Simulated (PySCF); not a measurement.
# Two-component Hartree-Fock for Nb(24+) (niobium, charge +24)

Start: [Ne] 3s2 3p5; 3p1/2 filled at m_j = -1/2, +1/2; 3p3/2 filled at m_j = -1/2, +1/2, +3/2. Calculated with PySCF 2.14 in an uncontracted even-tempered set (19 s from 3.2 bohr⁻², ratio 2.4; 14 p from 4.2 bohr⁻², ratio 2.4; 5 d from 18 bohr⁻², ratio 2.6; 4 f from 27 bohr⁻², ratio 2.6): generalised Hartree-Fock with the X2C-1e Hamiltonian and a Gaussian nucleus; one run each with spin-orbit coupling (SO) switched off, then screened by Boettger's factors.

```json
{"spinor shell": "1s1/2", "electrons": "2", "ε, spin-free (eV)": "-20153.1", "ε, screened SO (eV)": "-20151.8", "weight of nominal j (screened SO)": "1.000", "rms radius, screened SO (bohr)": "0.0415"}
{"spinor shell": "2s1/2", "electrons": "2", "ε, spin-free (eV)": "-3783.7", "ε, screened SO (eV)": "-3783.1", "weight of nominal j (screened SO)": "1.000", "rms radius, screened SO (bohr)": "0.169"}
{"spinor shell": "2p1/2", "electrons": "2", "ε, spin-free (eV)": "-3488.3", "ε, screened SO (eV)": "-3556.3", "weight of nominal j (screened SO)": "1.000", "rms radius, screened SO (bohr)": "0.147"}
{"spinor shell": "3s1/2", "electrons": "2", "ε, spin-free (eV)": "-1341.7", "ε, screened SO (eV)": "-1341.5", "weight of nominal j (screened SO)": "1.000", "rms radius, screened SO (bohr)": "0.421"}
{"spinor shell": "3p1/2", "electrons": "2", "ε, spin-free (eV)": "-1242.4", "ε, screened SO (eV)": "-1256.7", "weight of nominal j (screened SO)": "0.986", "rms radius, screened SO (bohr)": "0.411"}
{"spinor shell": "3p3/2", "electrons": "3", "ε, spin-free (eV)": "-1242.4", "ε, screened SO (eV)": "-1235.4", "weight of nominal j (screened SO)": "0.991", "rms radius, screened SO (bohr)": "0.418"}
```

(1) Where does 2p3/2 lie, and what is the 2p spin-orbit splitting (screened SO)?

```tsv
quantity	spin-free	screened SO
E (hartree)	-3448.62029	-3449.28409
M_J	3/2	3/2
⟨J²⟩	3.751	3.751
⟨L²⟩	2.001	2.004
⟨S²⟩	0.750	0.754
```

Each row is a mean over spinors that exchange with the open shell spreads, by up to 13.666 eV (3s1/2).

Breit and QED terms are absent; they matter most for the inner s and p1/2 levels.

Densities and radii are taken from the X2C orbitals without a picture-change correction, which distorts them close to the nucleus.

Without spin-orbit coupling the j labels of p, d and f shells carry no meaning; the spin-free column gives the mean over the occupied spinors of each nl shell.

## Answers

(1) At -3455.9 eV, 100.41 eV above 2p1/2.
